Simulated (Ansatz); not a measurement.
Program: Ansatz. Geometries: PBE0-D4/def2-TZVP. ΔE: electronic, gas phase. CCSD(T)/CBS adds triple-zeta CCSD(T) − MP2 to the extrapolated MP2 energy (def2 sets, frozen cores). DFT in def2-TZVPP. B3LYP here is the variant with VWN-RPA as its local correlation; programs differ in this. For Se outer-core shells are correlated without core-valence functions, which leaves a few kJ/mol of doubt a bond. Scalar relativity is left out up to krypton. Each species was taken in one conformer, which may not be the lowest.

Reaction (redistribution): `FB(F)[SeH]` + `F[Si](F)(F)BCl` → `FB(F)[Si](F)(F)F` + `ClB[SeH]`

Is it downhill or uphill in electronic energy at CCSD(T)/CBS, and by how much? (Best estimate.)

The calculation gave: Downhill: ΔE = -4.3 kcal/mol.

What do these levels give: revPBE-D4, BLYP-D4, PBE0-D4, B3LYP-D4, r2SCANh-D4, BHLYP-D4, BLYP, BHLYP, CAM-B3LYP, HF/def2-SVP, CCSD/def2-SVP, MP2/def2-TZVPP? (Estimate.)

Computed: revPBE-D4 -4.6, BLYP-D4 -4.5, PBE0-D4 -4.2, B3LYP-D4 -4.1, r2SCANh-D4 -3.9, BHLYP-D4 -3.5, BLYP -4.6, BHLYP -3.5, CAM-B3LYP -3.9, HF/def2-SVP -1.9, CCSD/def2-SVP -2.9, MP2/def2-TZVPP -4.8 kcal/mol.

Largest T1 diagnostic among the species: 0.013.

Leaving LDA and LC-ωPBE aside and taking each functional with its dispersion term where it has one, the values, not all of them listed here, spread over 1.3 kcal/mol, from PBE-D4 to BHLYP-D4. From BLYP to BHLYP (50 % exact exchange), in def2-TZVPP and without D4, ΔE moves by +1.1 kcal/mol.
